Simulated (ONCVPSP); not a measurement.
## Ba (Z = 56): excitation energies, all-electron against ONCV

barium, optimised norm-conserving Vanderbilt (ONCV), made with ONCVPSP 4.0.1 (PBE, scalar-relativistic). Core [Xe], reference 6s1.5 6p0.5. Waves: 6s: rc 3.50 bohr, ncon 4, nbas 7, qcut 1.8 1/bohr, local; 6p: rc 4.00 bohr, ncon 4, nbas 7, qcut 1.7 1/bohr, 2 projectors, debl 1.9 Ha; d scattering state at 0.36 Ha: rc 3.50 bohr, ncon 3, nbas 8, qcut 3.1 1/bohr, 1 projector. Local part: the s channel. Core correction: polynomial model core, fcfact 0.25.

In the d channel the program set the typed energies aside and used -0.090 Ha.

Energies are relative to the spin-unpolarised reference configuration 6s1.5 6p0.5; without spin polarisation the order of configurations can differ from experiment.

```csv
valence configuration,charge,ΔE all-electron (eV),error AE − PS (meV)
6s2 6p0,0,-1.004,-0.8
6s1.5 6p0,+0.5,1.132,-0.4
```

Question: What are ΔE and the potential's error for 6s0 6p2?

Answer: ΔE = 3.137 eV all-electron; the error (AE − PS) is -3.0 meV.

Question: What are ΔE and the potential's error for 6s1 6p0?

Answer: ΔE = 4.358 eV all-electron; the error (AE − PS) is +1.3 meV.

Levels in the configuration 6s0 6p2:

| level | all-electron (eV) | pseudo (eV) |
| --- | --- | --- |
| 6p | -2.144 | -2.138 |
